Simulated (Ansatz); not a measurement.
Gas-phase electronic energies from Ansatz, PBE0-D4/def2-TZVP geometries. CBS: MP2 limit from def2 TZ/QZ plus the TZ coupled-cluster correction, frozen cores. Functionals use def2-TZVPP. B3LYP here is the variant with VWN-RPA as its local correlation; programs differ in this. One conformer a species, not always the lowest.

Consider the redistribution: `BB(Cl)OC` + `[SiH3][SiH2][SiH3]` → `COBCl` + `B[SiH2][SiH2][SiH3]`.

`BB(Cl)OC`:

Cartesian coordinates in Å:
```
B 0.177 1.514 -0.747
B -0.020 0.705 0.703
Cl -0.066 1.891 2.035
O -0.140 -0.583 1.036
C -0.117 -1.606 0.059
H -0.762 1.933 -1.360
H 1.264 1.793 -1.164
H -1.054 -2.162 0.110
H 0.007 -1.203 -0.951
H 0.711 -2.282 0.278
```

`[SiH3][SiH2][SiH3]`:

```xyz
11

Si   -0.381    0.271   -1.895
Si   -0.596   -0.751    0.197
Si    0.818    0.278    1.750
H    -1.272   -0.367   -2.901
H     1.026    0.163   -2.366
H    -0.735    1.713   -1.789
H    -0.249   -2.196    0.086
H    -2.008   -0.648    0.662
H     0.468    1.720    1.871
H     2.230    0.172    1.293
H     0.700   -0.356    3.091
```

`COBCl`:

Z-matrix (Å, degrees):
```
C
O 1 1.416
H 1 1.091 2 108.7
H 1 1.093 2 111.5 3 120.8
H 1 1.091 2 108.6 3 -118.4
B 2 1.334 1 121.8 3 -120.7
Cl 6 1.755 2 118.3 1 -180.0
H 6 1.195 2 122.7 1 0.0
```

`B[SiH2][SiH2][SiH3]`:

```xyz
13

B    -0.224    1.440    1.737
Si   -1.540    0.717    0.433
Si   -0.436   -1.207   -0.366
Si    1.636   -0.619   -1.276
H     0.658    2.162    1.378
H    -0.226    1.083    2.878
H    -1.784    1.591   -0.748
H    -2.847    0.302    1.013
H    -0.229   -2.169    0.753
H    -1.283   -1.870   -1.397
H     2.486   -0.021   -0.210
H     1.449    0.391   -2.352
H     2.340   -1.799   -1.843
```

| level | ΔE (eV) |
| --- | --- |
| PBE-D4 | -0.09 |
| B3LYP-D4 | -0.05 |
| ωB97M-V | -0.07 |
| B2PLYP | -0.06 |
| r2SCAN | -0.07 |
| PBE0 | -0.08 |
| HF/def2-TZVPP | -0.02 |
| HF/def2-QZVPP | -0.01 |

Task: What does CCSD(T)/CBS give? (An estimate is asked.)

Result: Computed: -0.09 eV. The listed levels differ from it by 0.00, 0.04, 0.02, 0.03, 0.02, 0.01, 0.07, 0.08 eV.

Largest T1 diagnostic among the species: 0.014.

In def2-TZVPP, CCSD(T) changes the Hartree–Fock value by −0.07 eV (the triples alone add −0.01 eV) and MP2 by −0.07 eV.
